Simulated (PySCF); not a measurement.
## How the method changes the constants of GaPb

State: ⁴Σ⁻ (quartet), unpaired electrons σ ↑, π ↑↑. Set-up: PySCF, scalar-relativistic core potentials, basis sets Ga cc-pVDZ-PP with ECP10, Pb cc-pVDZ-PP with ECP60. De refers to Ga + Pb in their high-spin ground configurations, without counterpoise correction. The functionals are run spin-unrestricted. A positive dipole means Ga(−)Pb(+).

```json
{"Level": "UHF", "Re (Å)": "2.812", "ωe (cm⁻¹)": "146", "De (eV)": "1.16", "μ (D)": "-1.96", "CPU s a point (SCF and correlation, without the integrals)": "0.15"}
{"Level": "UHF-MP2", "Re (Å)": "2.730", "ωe (cm⁻¹)": "170", "De (eV)": "1.80", "μ (D)": "n/a", "CPU s a point (SCF and correlation, without the integrals)": "0.28"}
{"Level": "UHF-SCS-MP2", "Re (Å)": "2.742", "ωe (cm⁻¹)": "166", "De (eV)": "1.58", "μ (D)": "n/a", "CPU s a point (SCF and correlation, without the integrals)": "n/a"}
{"Level": "UHF-CCSD", "Re (Å)": "2.765", "ωe (cm⁻¹)": "162", "De (eV)": "1.69", "μ (D)": "n/a", "CPU s a point (SCF and correlation, without the integrals)": "n/a"}
{"Level": "UHF-CCSD(T)", "Re (Å)": "2.761", "ωe (cm⁻¹)": "163", "De (eV)": "1.78", "μ (D)": "n/a", "CPU s a point (SCF and correlation, without the integrals)": "9.4"}
{"Level": "PBE", "Re (Å)": "2.770", "ωe (cm⁻¹)": "154", "De (eV)": "2.16", "μ (D)": "-0.47", "CPU s a point (SCF and correlation, without the integrals)": "0.87"}
{"Level": "PBEsol", "Re (Å)": "2.730", "ωe (cm⁻¹)": "161", "De (eV)": "2.36", "μ (D)": "-0.47", "CPU s a point (SCF and correlation, without the integrals)": "0.64"}
{"Level": "BLYP", "Re (Å)": "2.822", "ωe (cm⁻¹)": "142", "De (eV)": "1.93", "μ (D)": "-0.58", "CPU s a point (SCF and correlation, without the integrals)": "0.63"}
{"Level": "r²SCAN", "Re (Å)": "2.731", "ωe (cm⁻¹)": "162", "De (eV)": "2.15", "μ (D)": "-0.57", "CPU s a point (SCF and correlation, without the integrals)": "1.2"}
{"Level": "PBE0", "Re (Å)": "2.736", "ωe (cm⁻¹)": "163", "De (eV)": "2.02", "μ (D)": "-0.71", "CPU s a point (SCF and correlation, without the integrals)": "1.5"}
{"Level": "B97-3", "Re (Å)": "2.772", "ωe (cm⁻¹)": "155", "De (eV)": "1.82", "μ (D)": "-0.84", "CPU s a point (SCF and correlation, without the integrals)": "0.74"}
{"Level": "ωB97X", "Re (Å)": "2.709", "ωe (cm⁻¹)": "173", "De (eV)": "1.72", "μ (D)": "-0.83", "CPU s a point (SCF and correlation, without the integrals)": "1.4"}
```

Question: Which functional lies closest to UHF-CCSD(T) in De, which farthest, and by how much do they differ from it?

Answer: Closest is B97-3 (+1.1 pm in Re, -4.9 % in ωe, +0.04 eV in De against UHF-CCSD(T) in the same basis), farthest PBEsol (-3.1 pm in Re, -1.2 % in ωe, +0.58 eV in De). CCSD(T) converges more slowly with the basis than the functionals do and binds too weakly in this one, so the order can change at the basis-set limit.

Question: What does a quarter of exact exchange do here, going from PBE to PBE0?

Answer: PBE0 less PBE: -3.4 pm in Re, +5.8 % in ωe, -0.14 eV in De. Exact exchange removes part of the self-interaction that spreads semilocal densities, and in most molecules shortens and stiffens the bond and lowers De; so it does here.

Question: What does the step from GGA to meta-GGA do here, going from PBE to r²SCAN?

Answer: r²SCAN less PBE: -3.9 pm in Re, +5.2 % in ωe, -0.01 eV in De. 

Correlated steps freeze 8 core orbitals. Correlated levels converge slowly with the basis: in double zeta they bind strong bonds too weakly, by up to about 1 eV, and carry superposition errors of some tenths. Spin–orbit coupling is left out, which matters for elements this heavy, above all for dissociation energies. The state is the lowest determinant that a PBE0 search found; another state may lie lower at other levels.

The whole job (state search and all levels along the bond) took about 4.2 min on 1 thread of Arm Neoverse N1 (shared host), peak memory 0.54 GiB.
